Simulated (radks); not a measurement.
The numbers below are computed, except where a source is named.
Problem. Species: In I. Configuration: [Kr] 4d10 5s2 5p0.5 4f0.5 (fractional occupations, a model configuration). Code: a radial shooting solver on a logarithmic mesh with Libxc functionals. Model: Dirac Kohn-Sham, LDA (Slater exchange, Perdew-Wang correlation), spin-unpolarised, spherical densities, point nucleus; open shells are shared between the two j in proportion to 2j + 1. Some entries of the table are withheld. Estimate them.

orbital      occ.  eigenvalue (eV)  <r^2> (bohr^2)  r(max) (bohr)
1s1/2           2        -27706.58        0.001197        0.01923
2s1/2           2        -4150.774         0.01945         0.1088
2p1/2           2        -3873.215             (1)        0.08385
2p3/2           4        -3662.646             (2)        0.08829
3s1/2           2              (3)          0.1394         0.3161
3p1/2           2              (4)          0.1343         0.3022
3p3/2           4              (5)          0.1430         0.3125
3d3/2           4        -440.2343          0.1237         0.2562
3d5/2           6        -432.4338          0.1263         0.2591
4s1/2           2        -122.3861          0.8145         0.7693
4p1/2           2         -85.6615          0.9293         0.7982
4p3/2           4         -78.9312          0.9947         0.8234
4d3/2           4         -22.2265           1.655         0.9253
4d5/2           6         -21.3591           1.705         0.9358
5s1/2           2         -11.1773           7.318          2.127
5p1/2    0.166667          -5.2637           12.41          2.640
5p3/2    0.333333          -4.8807           13.45          2.755
4f5/2    0.214286              (6)           777.9          25.88
4f7/2    0.285714              (7)           777.9          25.88

Solution. 
(1) 2p1/2 <r^2> (bohr^2): 0.01447
(2) 2p3/2 <r^2> (bohr^2): 0.01578
(3) 3s1/2 eigenvalue (eV): -789.5824
(4) 3p1/2 eigenvalue (eV): -677.4191
(5) 3p3/2 eigenvalue (eV): -639.3887
(6) 4f5/2 eigenvalue (eV): -0.2869
(7) 4f7/2 eigenvalue (eV): -0.2869
